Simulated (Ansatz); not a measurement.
System: sum formula Si$_{2}$N$_{2}$H$_{7}$, charge -1, multiplicity 1. It need not be the lowest isomer of its formula. Whether it binds its extra electron was not tested at this geometry. 
Structure (B3LYP-D3(BJ)/def2-TZVP (Ansatz, a first-principles code) minimum search):
```
N
H 1 1.0101
Si 1 1.6906 2 117.94
N 3 1.7572 1 118.03 2 -115.84
H 4 1.0144 3 112.83 1 51.70
H 4 1.0153 5 106.43 3 121.39
H 3 1.4901 1 114.01 2 124.22
H 3 1.4993 7 107.96 4 -111.06
Si 1 1.8442 2 120.45 3 -172.92
H 9 1.5431 1 99.01 2 -47.20
H 9 1.5457 10 93.49 1 -99.83
```
Charge -1, spin multiplicity 1.

Total electronic energies in hartree. Valence correlation only, unless marked. Spin-orbit coupling is left out. No relativistic terms. CBS(X,Y): correlation extrapolated as X^-3; Hartree-Fock from the larger set.

```csv
level,program,energy (Eh)
HF/STO-3G,Ansatz,-682.59621
BLYP-D3(BJ)/def2-TZVPD,Ansatz + dftd3,-692.80803
revPBE-D4/def2-TZVPD,Ansatz + dftd4,[?]
r2SCAN/def2-TZVPD,Ansatz,-692.72187
B3LYP-D4/def2-TZVPD,Ansatz + dftd4,-692.90851
PBE0-D4/def2-TZVPD,Ansatz + dftd4,-692.47104
r2SCAN0-D4/def2-TZVPD,Ansatz + dftd4,-692.70298
wB97X-V/def2-TZVPD,Ansatz,-692.71178
B2GP-PLYP-D3(BJ)/def2-TZVPD,Ansatz + dftd3,-692.40525
B2GP-PLYP-D4/def2-TZVPD,Ansatz + dftd4,-692.40250
RPA@PBE/cc-pV(T+d)Z,Ansatz,-692.10584
MP2/cc-pV(Q+d)Z,Ansatz,-691.72821
RI-MP2/aug-cc-pV(Q+d)Z,Ansatz,-691.73796
RI-MP2/cc-pV(T+d)Z,Ansatz,-691.65856
"RI-MP2/CBS(aug-cc-pV(T+d)Z,aug-cc-pV(Q+d)Z)",Ansatz,-691.7684
SCS-MP2/aug-cc-pV(D+d)Z,Ansatz,-691.50954
CCSD/6-31G,Ansatz,-691.07091
CCSD/6-31G*,Ansatz,-691.37560
CCSD/aug-cc-pV(D+d)Z,Ansatz,-691.56267
CCSD/cc-pVTZ,Ansatz,-691.69861
CCSD(T)/STO-3G,Ansatz,-682.80982
CCSD(T)/6-31G,Ansatz,-691.07865
"CCSD(T)/CBS(aug-cc-pV(T+d)Z,aug-cc-pV(Q+d)Z)",Ansatz,-691.8343
```

Problem. Complete the blanks.

Solution. 
- revPBE-D4/def2-TZVPD, energy (Eh): -692.71045
